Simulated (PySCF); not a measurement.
## `O=C(O)[C@]1(F)C/C1=C\Br`, C₅H₄BrFO₂

Cartesian coordinates in Å; atom numbers follow the order of the lines, from 1:
```xyz
13

O     1.5172    1.4546    0.5327
C     1.5438    0.2790    0.2804
O     2.5702   -0.5200    0.5468
C     0.4070   -0.4407   -0.3692
F     0.6713   -1.7414   -0.6849
C    -0.5267    0.3366   -1.2853
C    -0.9798   -0.1021    0.0282
C    -1.9003   -0.2218    0.9473
Br   -3.6348    0.5072    0.7286
H     3.2935   -0.0242    0.9631
H    -0.2992    1.3836   -1.4348
H    -0.9038   -0.1787   -2.1578
H    -1.7627   -0.7316    1.8872
```

Level of theory: PySCF 2.14.0, GIAO HF/pcSseg-1 magnetisability, rotational g tensor and spin-rotation constants, non-relativistic, gas phase. Geometry: GFN2-xTB.

The calculation is non-relativistic, which matters for the atoms heavier than Zn.

What are the magnetisability and the molar susceptibility?

Isotropic -1521 × 10⁻³⁰ J/T², or -91.6 × 10⁻⁶ cm³/mol; principal values -1629, -1486, -1447 × 10⁻³⁰ J/T², anisotropy 166 × 10⁻³⁰ J/T² (root of half the summed squared differences of the principal values). The susceptibility is in cgs units.

Split it along the inertial axes a, b, c into diamagnetic and paramagnetic parts about the centre of mass, with the quadrupole moment.


| axis | χ (10⁻⁶ cm³/mol) | diamagnetic (10⁻⁶ cm³/mol) | paramagnetic (10⁻⁶ cm³/mol) | summed x² of all electrons (Å²) | quadrupole Θ (D Å) |
| --- | --- | --- | --- | --- | --- |
| a | -88.8 | -515.1 | 426.3 | 525.1 | +5.65 |
| b | -97.9 | -2420.5 | 2322.6 | 76.0 | -12.86 |
| c | -88.1 | -2550.3 | 2462.3 | 45.4 | +7.21 |

Anisotropies 2χaa − χbb − χcc = +8.3 and 2χbb − χaa − χcc = -18.9 × 10⁻⁶ cm³/mol. Θ is traceless in Buckingham's convention.

And the rotational g tensor?


| axis | rotational constant (GHz) | g | nuclear part | electronic part |
| --- | --- | --- | --- | --- |
| a | 2.8579 | -0.0346 | 0.5378 | -0.5724 |
| b | 0.4503 | -0.0012 | 0.4901 | -0.4914 |
| c | 0.4248 | -0.0055 | 0.4859 | -0.4914 |

Asymmetric top; isotopes 79Br, 12C, 19F, 1H, 16O; no vibrational averaging.
